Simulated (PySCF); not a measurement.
What does the PBE0-D3(BJ)/def2-SVP structure of `[Cl][Ga-]([Cl])([Cl])[Cl]` ([GaCl4]-) look like in three dimensions? (Charge -1.)

```
atom  x, y, z in Å
Ga1    0.012   -0.021   -0.006
Cl2   -0.086   -0.087    2.197
Cl3    2.120   -0.016   -0.650
Cl4   -0.981    1.802   -0.750
Cl5   -0.990   -1.790   -0.853
```

Orientation and origin are arbitrary. Atoms count from 1 in this order. All 4 Cl–Ga bonds measure 2.203 to 2.205 Å. Ga1 (gallium bonded to 4 Cl) is tetrahedral (angles from 108.9° to 110.0°).

Bonds between heavy atoms (Å): Ga1–Cl2 2.205, Ga1–Cl3 2.204, Ga1–Cl4 2.205, Ga1–Cl5 2.203.

Theory: PySCF, PBE0-D3(BJ)/def2-SVP geometry optimisation, gas phase.

Point group: Td (every atom within 0.08 Å of its image). PBE0-D3(BJ)/def2-SVP frequencies: not computed here.

On an Intel Xeon 6975P-C with one thread (shared host), this took 31 s and 0.41 GiB of memory at its peak. This is the geometry optimisation.
